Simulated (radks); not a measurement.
Effect of the nuclear size on the holmium ion Ho2+, [Xe] 4f11. Calculated with a radial shooting solver on a logarithmic mesh with Libxc functionals: Dirac Kohn-Sham, exchange-only LDA, spin-unpolarised, spherical densities, finite nucleus; open shells are shared between the two j in proportion to 2j + 1; Fermi nuclear charge, rms radius 5.2022 fm. The rms radius is varied about that value; shifts are against it.

| rms radius (fm) | total energy shift (eV) | density at nucleus (e/bohr^3) | 1s1/2 shift (meV) | 2s1/2 shift (meV) | 4p1/2 shift (meV) | 5s1/2 shift (meV) | 5p1/2 shift (meV) | 4f7/2 shift (meV) | 6s1/2 (empty) shift (meV) |
|---|---|---|---|---|---|---|---|---|---|
| 4.6248 | -5.98 | 8.289e+05 | -2460 | -325 | 0.068 | -2.69 | 0.041 | 0.240 | -0.367 |
| 4.8485 | -3.73 | 8.18e+05 | -1530 | -202 | 0.042 | -1.68 | 0.026 | 0.150 | -0.229 |
| 5.2022 | 0 | 8.02e+05 | 0.000 | 0.000 | 0.000 | 0.000 | 0.000 | 0.000 | 0.000 |
| 5.5664 | 4.03 | 7.87e+05 | 1660 | 219 | -0.045 | 1.81 | -0.028 | -0.162 | 0.248 |
| 6.1438 | 10.8 | 7.655e+05 | 4440 | 588 | -0.119 | 4.87 | -0.074 | -0.434 | 0.665 |

Slopes of the eigenvalues against <r^2> in GHz/fm^2, as finite differences over the two radii next to the reference (eigenvalue slopes, not the field-shift constants of lines): 1s1/2 103000, 2s1/2 13600, 4p1/2 -2.81, 5s1/2 113, 5p1/2 -1.72, 4f7/2 -10.1, 6s1/2 (empty) 15.4.
